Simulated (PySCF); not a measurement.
Job file and geometry (Å, from GFN2-xTB) of an NMR shielding run on `C1=CC[C@@H]([Si@@H](N)P)[SiH2]1`, C4H12NPSi2, GIAO PBE0/pcSseg-1 NMR shielding, non-relativistic, gas phase in PySCF 2.14.0, density-fitted response routines; density fitting, a coarse starting grid and PySCF grid level 2 are the driver's defaults:

```
$ OMP_NUM_THREADS=1 python probes_run.py task.json out

{"job": {"kind": "nmr", "xc": "PBE0", "basis": "pcSseg-1"}, "charge": 0, "multiplicity": 1}
N      2.422510    -1.091563    -1.067105
Si     1.425898    -0.956667     0.337838
P      2.339429     0.744882     1.486495
C     -0.355069    -0.659856    -0.262076
C     -0.505259     0.630896    -1.087692
C     -1.782634     1.329756    -0.750179
C     -2.494502     0.903361     0.287675
Si    -1.678774    -0.565664     1.114007
H      2.223885    -1.816911    -1.736930
H      3.418927    -0.986132    -0.960232
H      1.440011    -2.123077     1.243651
H      1.146842     1.183297     2.024826
H      2.274287     1.657392     0.451484
H     -0.618766    -1.504044    -0.902960
H     -0.461102     0.419747    -2.159421
H      0.319164     1.323426    -0.880099
H     -2.060166     2.179173    -1.362337
H     -3.412138     1.385429     0.584421
H     -1.150824    -0.262237     2.450208
H     -2.496868    -1.780528     1.185390
```

**Question.** Write the output of this run.

**Answer.** 
```
coarse grid: 17720 points
cycle   1  E = -1133.9395094292  dE =  7.972e-01  |g| = 5.723e-01  |ddm| = 4.114e+00
cycle   2  E = -1133.8868479395  dE =  5.266e-02  |g| = 7.390e-01  |ddm| = 1.233e+00
cycle   3  E = -1134.0179908146  dE = -1.311e-01  |g| = 5.827e-02  |ddm| = 7.950e-01
cycle   4  E = -1134.0187957018  dE = -8.049e-04  |g| = 2.392e-02  |ddm| = 1.094e-01
cycle   5  E = -1134.0189390684  dE = -1.434e-04  |g| = 5.969e-03  |ddm| = 3.475e-02
cycle   6  E = -1134.0189477913  dE = -8.723e-06  |g| = 1.787e-03  |ddm| = 9.359e-03
final grid: 156072 points
cycle   7  E = -1134.0632217365  dE = -3.572e-05  |g| = 8.830e-03  |ddm| = 3.533e-02
cycle   8  E = -1134.0632072785  dE =  1.446e-05  |g| = 1.161e-02  |ddm| = 2.014e-02
cycle   9  E = -1134.0632414707  dE = -3.419e-05  |g| = 7.793e-04  |ddm| = 1.198e-02
cycle  10  E = -1134.0632415923  dE = -1.216e-07  |g| = 3.545e-04  |ddm| = 1.249e-03
cycle  11  E = -1134.0632416238  dE = -3.148e-08  |g| = 9.142e-05  |ddm| = 3.733e-04
cycle  12  E = -1134.0632416254  dE = -1.670e-09  |g| = 3.992e-05  |ddm| = 1.001e-04
cycle  13  E = -1134.0632416258  dE = -4.011e-10  |g| = 5.253e-06  |ddm| = 4.358e-05
converged SCF energy = -1134.0632416258

GIAO shielding tensors (ppm)
atom      isotropic    diamagn.    paramagn.     s11        s22        s33       span
  0 N      249.429     316.229     -66.800    211.955    262.712    273.620     61.665
  1 Si     358.394     880.282    -521.888    305.791    359.384    410.006    104.214
  2 P      632.748     968.910    -336.162    547.802    633.467    716.974    169.172
  3 C      176.954     258.820     -81.866    158.676    180.029    192.158     33.482
  4 C      146.444     248.637    -102.193    125.938    142.138    171.258     45.320
  5 C       20.980     256.358    -235.378    -96.858     20.955    138.842    235.701
  6 C       57.941     260.945    -203.004    -48.087     57.152    164.756    212.843
  7 Si     377.267     881.509    -504.241    311.188    380.427    440.188    129.000
  8 H       31.553      31.095       0.457     23.768     27.673     43.217     19.449
  9 H       31.417      29.625       1.793     23.139     28.472     42.641     19.502
 10 H       26.162      29.746      -3.584     22.434     24.403     31.649      9.215
 11 H       30.993      32.756      -1.763     24.859     29.434     38.686     13.827
 12 H       30.792      32.570      -1.778     26.090     28.283     38.003     11.914
 13 H       30.773      34.060      -3.287     26.806     27.369     38.145     11.340
 14 H       28.740      32.014      -3.274     23.205     27.446     35.569     12.364
 15 H       28.837      33.533      -4.696     23.221     30.238     33.050      9.829
 16 H       24.443      30.465      -6.022     22.967     24.462     25.901      2.934
 17 H       25.674      29.591      -3.917     24.683     25.180     27.160      2.476
 18 H       27.247      30.010      -2.763     23.262     26.834     31.644      8.382
 19 H       26.958      29.633      -2.675     23.367     24.318     33.188      9.821
```

**Question.** Turn these shieldings into chemical shifts. Shifts are taken against calculated references (same method and geometry level): $^{15}$N (σ = 267.73 ppm) vs NH3; TMS for $^{29}$Si (σ = 349.16 ppm) and $^{13}$C (σ = 186.93 ppm) and $^{1}$H (σ = 31.72 ppm); H3PO4 for $^{31}$P (σ = 318.38 ppm).

**Answer.** Averaging equivalent atoms: N 0: 18.3; Si 1: -9.2; Si 7: -28.1; P 2: -314.4; C 5: 165.9; C 6: 129.0; C 4: 40.5; C 3: 10.0; H 16: 7.27; H 17: 6.04; H 10: 5.55; H 19: 4.76; H 18: 4.47; H 14: 2.98; H 15: 2.88; H 13: 0.94; H 11/12: 0.82; H 8/9: 0.23 ppm. Experimental scales use liquid or dissolved standards, which lie at an offset from isolated NH3 (liquid NH3: subtract about 20 ppm) and H3PO4.

Size and cost of the density-fitted run: 217 basis functions, 42 s wall time on 1 thread of an Arm Neoverse V1, shared host; peak memory 0.9 GiB.
